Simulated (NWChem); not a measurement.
Molecule: ZnH2SO; SMILES [OH][Zn][SH]

```xyz
5

Zn    -0.0156    -0.3671     0.0067
O      0.0072    -2.1367    -0.0897
H     -0.0973    -2.5939     0.7505
S     -0.0494     1.8005    -0.0181
H      1.2984     1.8914     0.0539
```
Atoms are numbered in this order, from 1.

All runs: NWChem. Pople sets run with spherical d functions. Medium grid unless said otherwise, to which SCAN and Minnesota functionals are sensitive. Geometry: optimised at PBE0/def2-SVP. Hybrids' shares of exact exchange are those that their runs print; pure functionals count as 0. The functionals differ in more than this share.

```
row                  share of exact exchange  orbital gap (eV)
-------------------  -----------------------  ----------------
PBE/6-31G*                              0.00              4.37
RPBE/6-31G*                             0.00              4.39
TPSSh/6-31G*                            0.10          withheld
B3LYP/6-31G*                            0.20              5.86
MN15/6-31G*                             0.44              7.74
Hartree-Fock/6-31G*                     1.00             11.78
```

Fit a straight line of the last column on the one before it, predict the withheld value, and compare with the run.


1. Means of the 5 shown rows: x = 0.328, y = 6.828. Slope Σ(x − x̄)(y − ȳ)/Σ(x − x̄)² = 5.160/0.6957 = 7.417; intercept 4.395.
2. The shown rows scatter about the line by 0.042 (root mean square); the largest residual is +0.08, at MN15/6-31G*.
3. At x = 0.10 (TPSSh/6-31G*; inside the shown range) the line gives 5.14.
4. The run gives 5.46, +0.32 from the line, 7.7 times the scatter.
